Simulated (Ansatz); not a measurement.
SiClMe3 (C3H9ClSi), relaxed as a singlet with RKS PBE-D4/def2-SVP in Ansatz, starting from the GFN2-xTB geometry. Force threshold 0.02 eV/Å.

Start:

| atom | x (Å) | y (Å) | z (Å) |
| --- | --- | --- | --- |
| Si1 | 0.298 | -0.150 | 0.286 |
| Cl2 | 1.684 | -0.847 | 1.619 |
| C3 | -0.628 | 1.302 | 1.100 |
| H4 | -1.085 | 1.003 | 2.038 |
| H5 | -1.417 | 1.678 | 0.455 |
| H6 | 0.043 | 2.129 | 1.314 |
| C7 | -0.901 | -1.573 | -0.120 |
| H8 | -0.378 | -2.414 | -0.568 |
| H9 | -1.670 | -1.255 | -0.816 |
| H10 | -1.397 | -1.939 | 0.775 |
| C11 | 1.219 | 0.427 | -1.278 |
| H12 | 1.745 | -0.396 | -1.752 |
| H13 | 1.954 | 1.191 | -1.043 |
| H14 | 0.534 | 0.844 | -2.009 |

```csv
step,energy (eV),largest force component (eV/Å),SCF passes
1,-23638.0798,1.472,17
2,-23638.2019,0.317,18
3,-23638.2105,0.059,18
4,-23638.2113,0.013,19
```

Force components are those of the run's own axes.

End:

```
atom   x (Å)   y (Å)   z (Å)
 Si1   0.279  -0.140   0.266
 Cl2   1.713  -0.859   1.635
  C3  -0.621   1.292   1.091
  H4  -1.114   0.961   2.028
  H5  -1.400   1.703   0.415
  H6   0.084   2.110   1.344
  C7  -0.895  -1.559  -0.118
  H8  -0.349  -2.415  -0.564
  H9  -1.676  -1.233  -0.838
 H10  -1.400  -1.915   0.803
 C11   1.202   0.425  -1.274
 H12   1.758  -0.417  -1.733
 H13   1.929   1.224  -1.028
 H14   0.490   0.823  -2.028
```

By distances, no bond broke or formed. The bond that changes most is Si1–Cl2, from 2.04 to 2.11 Å (atoms count from 1).

No frequencies were taken in this run, so the end may be a saddle point.

Hardware: 4 threads of Arm Neoverse V1 on a shared host. Wall time 11 s.
